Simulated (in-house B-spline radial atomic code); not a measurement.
Radial electron density of Rh, [Kr] 4d8 5s1. Level of theory: Dirac-Kohn-Sham CAM-B3LYP, spherical fractional occupations, Fermi nucleus of rms radius 4.4945 fm; calculated with an all-electron radial atomic-structure program (B-spline basis).

Caution: exact exchange at fractional occupations of open shells leaves self-interaction of up to several eV.

Columns: r (bohr), 4πr²n(r) (electrons per bohr), bar.

```
 0.00132    1.756 #
 0.00164    2.571 ##
 0.00204    3.745 ##
 0.00253    5.382 ###
 0.00314    7.661 #####
 0.00391    10.82 #######
 0.00486    14.98 #########
 0.00604    20.31 ############
  0.0075    26.82 ################
 0.00932    34.35 #####################
  0.0116     42.4 ##########################
  0.0144    49.81 ###############################
  0.0179    55.41 ##################################
  0.0222    57.84 ###################################
  0.0276    56.64 ###################################
  0.0344    52.82 ################################
  0.0427     49.6 ##############################
  0.0531     50.7 ###############################
  0.0659    57.67 ###################################
   0.082    67.28 #########################################
   0.102     71.8 ############################################
   0.127    65.81 ########################################
   0.157    53.88 #################################
   0.196    46.78 #############################
   0.243    50.86 ###############################
   0.302    56.59 ###################################
   0.375    50.38 ###############################
   0.467    32.82 ####################
    0.58    18.28 ###########
   0.721    14.42 #########
   0.896    15.59 ##########
    1.11    14.16 #########
    1.38    9.739 ######
    1.72    5.445 ###
    2.14    2.815 ##
    2.66    1.445 #
     3.3   0.7309 
     4.1    0.341 
     5.1   0.1373 
    6.34   0.0443 
    7.87  0.01058 
    9.79 0.001655 
    12.2 0.0001502
```

On this grid the curve has 4 maxima, near 0.0222, 0.102, 0.302, 0.896 bohr.

The 4d5/2 radial function P(r) = rR(r), positive near the nucleus, with its small component Q(r) (sign convention: Q ≈ (P' + κP/r)/2c):

```
r (bohr)          P           Q
  0.0116  0.0009425  -5.038e-05
  0.0179   0.003137  -0.0001659
  0.0276   0.009935  -0.0005164
  0.0427    0.02957   -0.001499
  0.0659    0.07869   -0.003868
   0.102     0.1802   -0.008544
   0.157     0.3244     -0.0149
   0.243     0.4069     -0.0189
   0.375     0.2232    -0.01466
    0.58     -0.279   -0.003027
   0.896     -0.753     0.00646
    1.38    -0.7999    0.007378
    2.14    -0.5212    0.003932
     3.3     -0.233    0.001369
     5.1   -0.06642    0.000311
    7.87  -0.009591   3.794e-05
```
